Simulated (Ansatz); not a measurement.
A nudged elastic band was laid between two geometries of ClGaH2 + H2 (6 atoms, charge 0, multiplicity 1).

All numbers below come from Ansatz, RKS PBE/def2-SVP.

```
movable images  : 5
climbing image  : yes
spring          : 5.0 eV/Å²
optimiser       : quadratic models (default)
start path      : through a guess of the saddle point
force threshold : 0.03 eV/Å
iteration limit : 60
end points      : relaxed
```

Image 0:

```xyz
6
Properties=species:S:1:pos:R:3
Ga 0.002 0.192 0.156
Cl -0.015 0.866 2.231
H 1.428 0.080 -0.490
H -1.418 -0.004 -0.484
H 0.078 -2.350 0.521
H 0.070 -2.066 1.239
```

Image 6:

```xyz
6
Properties=species:S:1:pos:R:3
Ga 0.020 -0.457 -0.373
Cl 0.013 -0.035 2.375
H 1.371 0.318 -0.645
H -1.375 0.236 -0.641
H 0.068 -2.022 -0.104
H 0.049 -1.322 2.561
```

What changes between the two ends?

Bonds broken: Ga1–Cl2, H5–H6. Bonds formed: Ga1–H5, Cl2–H6. ClGaH2 + H2 becomes ClGaH4.

Give the energies along the band, and the barrier.

It converged. The highest image is number 4 of 0 to 6, 96.2 kJ/mol above the first end and 7.6 kJ/mol above the last; the last end lies 88.6 kJ/mol above the first. A vibrational analysis at the climbing image gives one clearly imaginary mode, 470i cm⁻¹: a first-order saddle point. The orbitals stay closed-shell, which can raise the energy where a bond breaks towards radicals; this wasn't checked here.

| image | path coordinate (Å) | energy (kJ/mol) | Ga1–Cl2 (Å) | H5–H6 (Å) | Ga1–H5 (Å) |
| --- | --- | --- | --- | --- | --- |
| 0 | 0.00 | 0.0 | 2.18 | 0.77 | 2.57 |
| 1 | 0.40 | 2.7 | 2.19 | 0.78 | 2.36 |
| 2 | 0.80 | 20.2 | 2.24 | 0.79 | 2.11 |
| 3 | 1.19 | 66.3 | 2.38 | 0.90 | 1.86 |
| 4 | 1.59 | 96.2 | 2.58 | 1.21 | 1.69 |
| 5 | 2.21 | 90.8 | 2.79 | 1.96 | 1.60 |
| 6 | 2.84 | 88.6 | 2.78 | 2.76 | 1.59 |

What is the geometry of the highest image?


```xyz
6
Properties=species:S:1:pos:R:3
Ga 0.017 -0.331 -0.154
Cl 0.015 -0.031 2.408
H 1.437 0.142 -0.608
H -1.429 0.067 -0.601
H 0.059 -1.870 0.539
H 0.046 -1.258 1.588
```

What are the harmonic wavenumbers there?

470i, 280, 392, 593, 662, 819, 929, 1016, 1346, 1707, 1957, 1984 cm⁻¹.

Time of the run: 69 s on 1 thread of Arm Neoverse V2, on a shared host, peak memory 0.11 GiB.
